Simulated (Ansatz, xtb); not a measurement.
## Relative energy of two isomers of C4H5BrGeO

Structure a is `BrC1=[CH][GeH2][O]C=C1`, a singlet and structure b is `O=[C]1C=C[CH2][Ge@@H]1[Br]`, a singlet. Both are isolated molecules in the gas phase, relaxed with B3LYP-D3(BJ)/def2-SVP; the shapes shown needn't be the lowest conformers.

a (Å):

```xyz
12

C    -0.3052    2.5611   -0.7570
C    -1.4712    2.4621   -0.0801
C     0.0078    0.2034   -1.4509
C     0.4237    1.4963   -1.4220
Br    0.5365    4.2884   -0.8908
Ge   -2.2909    0.7256    0.0386
O    -1.0912   -0.3036   -0.9004
H    -1.9219    3.3440    0.3790
H    -2.3653    0.1033    1.4481
H    -3.6431    0.5603   -0.6852
H     0.6070   -0.5528   -1.9729
H     1.3563    1.7412   -1.9276
```

b (Å):

```yaml
atoms:
  - { symbol: C, position_ang: [-1.4610, 1.5698, -1.8890] }
  - { symbol: C, position_ang: [-0.7655, 2.5344, -1.0030] }
  - { symbol: C, position_ang: [-0.3329, 2.1104, 0.2037] }
  - { symbol: C, position_ang: [-0.5355, 0.6895, 0.6741] }
  - { symbol: Br, position_ang: [-0.0291, -1.7405, -1.8501] }
  - { symbol: Ge, position_ang: [-1.4438, -0.1771, -0.8531] }
  - { symbol: O, position_ang: [-1.9186, 1.8149, -2.9786] }
  - { symbol: H, position_ang: [-0.6273, 3.5601, -1.3572] }
  - { symbol: H, position_ang: [0.1822, 2.8088, 0.8742] }
  - { symbol: H, position_ang: [-1.1360, 0.6629, 1.5992] }
  - { symbol: H, position_ang: [0.4274, 0.2074, 0.9080] }
  - { symbol: H, position_ang: [-2.7808, -0.8769, -0.5571] }
```

Task: Estimate E(b) − E(a) at the level CCSD(T)/def2-SVP + ΔMP2/def2-TZVPP.

Result: Calculated at CCSD(T)/def2-SVP + ΔMP2/def2-TZVPP: E(b) − E(a) = −21.0 kcal/mol, so structure b lies lower.

Level by level:

| level | geometry | E(b) − E(a) (kcal/mol) | departure from the last row (kcal/mol) | job, with rough time for the two |
| --- | --- | --- | --- | --- |
| GFN2-xTB | GFN2-xTB | −12.5 | +8.6 | optimisation, 0.23 s |
| HF/STO-3G | GFN2-xTB | −20.1 | +1.0 | single point, 0.96 s |
| r2SCAN-D4/def2-SVP | GFN2-xTB | −21.0 | +0.1 | single point, 5.8 s |
| B3LYP-D3(BJ)/def2-SVP | B3LYP-D3(BJ)/def2-SVP | −21.3 | −0.2 | optimisation, 80 s |
| HF/def2-SVP | B3LYP-D3(BJ)/def2-SVP | −24.7 | −3.6 | part of the CCSD(T) run |
| MP2/def2-SVP | B3LYP-D3(BJ)/def2-SVP | −22.1 | −1.0 | part of the CCSD(T) run |
| CCSD(T)/def2-SVP | B3LYP-D3(BJ)/def2-SVP | −22.6 | −1.6 | single point |
| CCSD(T)/def2-SVP + ΔMP2/def2-TZVPP | B3LYP-D3(BJ)/def2-SVP | −21.0 |  | single point, 3 min |

As drawn, b has 1 C=O, 1 C–C, 1 C–Ge, 1 Br–Ge, 1 C–H in place of 1 C–Br, 1 C=C, 1 Ge–O, 1 C–O, 1 Ge–H. Structure a has a 6-membered ring, b a 5-membered ring.

The levels shown agree on the order. The largest departure from CCSD(T)/def2-SVP + ΔMP2/def2-TZVPP is that of GFN2-xTB, 8.6 kcal/mol. The last row adds to CCSD(T) the change of the MP2 difference between the two basis sets, here +1.6 kcal/mol.

With thermal terms from frequencies at re-optimised GFN2-xTB minima (ideal gas, soft modes damped towards free rotors, one conformer each, 298.15 K, 1 atm): the zero-point term adds +1.6 kcal/mol; ΔH is −19.2 and ΔG −19.9 kcal/mol.

The correlated steps freeze 23 core orbitals; the filled d shell of Br and Ge is correlated, in a basis made for valence electrons. Mirror images aren't counted in ΔG. Codes used: Ansatz 0.2.0, xtb 6.7.1; the last row on 4 threads of Arm Neoverse V1 on a shared host.
